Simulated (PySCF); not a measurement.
Job file and geometry (Å, from GFN2-xTB) of an NMR shielding run on SMILES C=C(C)[Si@@H](Cl)SCCC, C₆H₁₃ClSSi, GIAO PBE0/pcSseg-1 NMR shielding, non-relativistic, gas phase (PySCF); density fitting, a coarse starting grid and PySCF grid level 2 are the driver's defaults:

```
$ OMP_NUM_THREADS=1 python probes_run.py task.json out

{"job": {"kind": "nmr", "xc": "PBE0", "basis": "pcSseg-1"}, "charge": 0, "multiplicity": 1}
C      2.885285    -1.407937     0.253827
C      2.556418    -0.208569    -0.208528
C      3.559445     0.684270    -0.873408
Si     0.808989     0.481062    -0.086534
Cl     0.193562     1.009020    -1.949872
S     -0.437638    -1.028146     0.797770
C     -1.875031    -0.056007     1.380634
C     -2.715928     0.543330     0.265060
C     -3.288361    -0.520455    -0.661028
H      3.889557    -1.794584     0.169882
H      2.163696    -2.048954     0.731536
H      4.528702     0.197487    -0.951354
H      3.220935     0.953859    -1.872297
H      3.674201     1.607256    -0.306725
H      0.709481     1.668507     0.759025
H     -2.459825    -0.770711     1.959084
H     -1.495076     0.716374     2.049163
H     -2.112272     1.246319    -0.312586
H     -3.530656     1.107082     0.728405
H     -2.485552    -1.099116    -1.111665
H     -3.869349    -0.059722    -1.455555
H     -3.930994    -1.200980    -0.107252
```

**Question.** Write the output of this run.

**Answer.** 
```
coarse grid: 19448 points
cycle   1  E = -1383.5117605479  dE =  8.180e-01  |g| = 4.898e-01  |ddm| = 4.167e+00
cycle   2  E = -1383.5004860401  dE =  1.127e-02  |g| = 5.442e-01  |ddm| = 1.064e+00
cycle   3  E = -1383.5777231617  dE = -7.724e-02  |g| = 5.059e-02  |ddm| = 6.003e-01
cycle   4  E = -1383.5781543770  dE = -4.312e-04  |g| = 3.347e-02  |ddm| = 9.618e-02
cycle   5  E = -1383.5784319283  dE = -2.776e-04  |g| = 1.088e-02  |ddm| = 3.874e-02
cycle   6  E = -1383.5784608497  dE = -2.892e-05  |g| = 2.186e-03  |ddm| = 1.112e-02
cycle   7  E = -1383.5784619096  dE = -1.060e-06  |g| = 6.525e-04  |ddm| = 2.707e-03
final grid: 172504 points
cycle   8  E = -1383.6338046332  dE = -4.869e-05  |g| = 1.006e-02  |ddm| = 3.259e-02
cycle   9  E = -1383.6337940436  dE =  1.059e-05  |g| = 1.173e-02  |ddm| = 1.945e-02
cycle  10  E = -1383.6338294494  dE = -3.541e-05  |g| = 1.109e-03  |ddm| = 1.154e-02
cycle  11  E = -1383.6338297166  dE = -2.671e-07  |g| = 4.129e-04  |ddm| = 1.462e-03
cycle  12  E = -1383.6338297576  dE = -4.107e-08  |g| = 1.043e-04  |ddm| = 3.833e-04
cycle  13  E = -1383.6338297602  dE = -2.542e-09  |g| = 3.716e-05  |ddm| = 1.420e-04
cycle  14  E = -1383.6338297605  dE = -3.506e-10  |g| = 7.575e-06  |ddm| = 3.957e-05
converged SCF energy = -1383.6338297605

GIAO shielding tensors (ppm)
atom      isotropic    diamagn.    paramagn.     s11        s22        s33       span
  0 C       48.503     253.214    -204.711    -63.511     58.929    150.091    213.602
  1 C       38.086     265.272    -227.186    -71.904     19.106    167.055    238.959
  2 C      162.040     243.699     -81.659    147.485    152.343    186.293     38.808
  3 Si     336.826     882.631    -545.805    274.953    348.773    386.751    111.798
  4 Cl     900.193    1151.367    -251.173    839.636    887.582    973.362    133.727
  5 S      611.672    1062.483    -450.811    511.643    591.128    732.244    220.601
  6 C      148.990     252.887    -103.897    127.350    157.340    162.280     34.930
  7 C      158.170     249.325     -91.155    150.571    153.845    170.093     19.522
  8 C      173.880     247.295     -73.415    160.064    175.025    186.552     26.488
  9 H       25.530      29.802      -4.271     22.965     24.657     28.968      6.003
 10 H       25.807      33.779      -7.973     22.453     23.725     31.242      8.789
 11 H       29.800      27.093       2.707     25.735     28.059     35.605      9.870
 12 H       29.370      28.072       1.297     23.968     30.788     33.354      9.387
 13 H       29.830      27.147       2.683     25.589     28.361     35.541      9.952
 14 H       25.905      31.676      -5.772     22.680     24.520     30.514      7.834
 15 H       29.185      32.619      -3.434     23.040     27.625     36.889     13.849
 16 H       28.582      32.951      -4.369     22.443     28.088     35.214     12.771
 17 H       29.960      32.805      -2.845     25.150     29.657     35.073      9.923
 18 H       29.952      29.408       0.543     24.731     27.727     37.397     12.666
 19 H       29.546      31.307      -1.760     24.469     31.141     33.029      8.560
 20 H       30.644      28.205       2.439     26.137     27.623     38.170     12.033
 21 H       31.161      29.029       2.132     26.768     28.115     38.600     11.832
```

**Question.** Turn these shieldings into chemical shifts. References, each an isolated molecule treated in the same way: TMS for 13C (σ = 186.93 ppm) and 29Si (σ = 349.16 ppm) and 1H (σ = 31.72 ppm); 35Cl (σ = 949.78 ppm) against HCl; 33S (σ = 503.73 ppm) vs CS2.

**Answer.** Averaging equivalent atoms: C 1: 148.8; C 0: 138.4; C 6: 37.9; C 7: 28.8; C 2: 24.9; C 8: 13.0; Si 3: 12.3; Cl 4: 50; S 5: -108; H 9: 6.19; H 10: 5.91; H 14: 5.81; H 16: 3.13; H 15: 2.53; H 11/12/13: 2.05; H 18: 1.77; H 17: 1.76; H 19/20/21: 1.27 ppm. 

Size and cost of the density-fitted run: 239 basis functions, 2.4 min wall time on 1 thread of an Intel Xeon, shared host; peak memory 1.1 GiB.
